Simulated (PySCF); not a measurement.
C3H11NSi2, SMILES C=C([SiH3])N(C)[SiH3].

The structure is a stationary point at B3LYP-D3(BJ)/def2-SVP. This is a generated structure with no PubChem entry under its InChIKey; it may be hypothetical. The values are those of a single conformer.

Two levels are set side by side: PBE/def2-TZVP (PySCF) and HF/def2-TZVP (PySCF). Same geometry, gas phase. Differences are taken from unrounded values.

| quantity | HF |
|---|---|
| orbital gap (eV) | 11.73 |
| highest occupied level (eV) | -8.58 |
| lowest empty level (eV) | 3.15 |
| dipole moment (D) | 1.18 |

Question: What does PBE give, and how far is it from HF? (An estimate is asked for; the answer gives what the named calculation found.)

Answer: 
```
quantity                       PBE  PBE minus HF
---------------------------  -----  ------------
orbital gap (eV)              4.30         -7.43
highest occupied level (eV)  -5.13          3.45
lowest empty level (eV)      -0.82         -3.98
dipole moment (D)             1.41          0.23
```

Without exact exchange PBE keeps part of each electron's self-repulsion, which lifts occupied levels and narrows the gap. Differences between two approximate levels are no errors against the true value.

Rough cost on one machine, each run with all the roots and properties that it gave: HF against PBE about 1/7.
